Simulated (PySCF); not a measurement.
## P²⁺: excitation energy

P²⁺ [Ne] 3s2 3p1 (2P) → P²⁺ [Ne] 3s1 3p2 (4P), as a difference of total energies. All numbers are calculated (PySCF 2.14, the non-relativistic Hamiltonian (point nucleus), in aug-cc-pV(Q+d)Z). Correlated levels: valence: [Ne] frozen. The calculations carry no spin-orbit coupling.

```tsv
method	excitation energy (eV)
UHF	5.422
LDA	7.037
PBE0	6.719
r2SCAN	6.158
TPSS	6.786
PW91	6.905
M06	7.247
MP2 (valence)	6.449
SCS-MP2 (valence)	6.847
```

Task: Estimate what PBE gives.

Result: 6.910 eV, closest to PW91 among the rows shown.

Task: Estimate what LC-wPBE gives.

Result: 6.593 eV, closest to PBE0 among the rows shown.
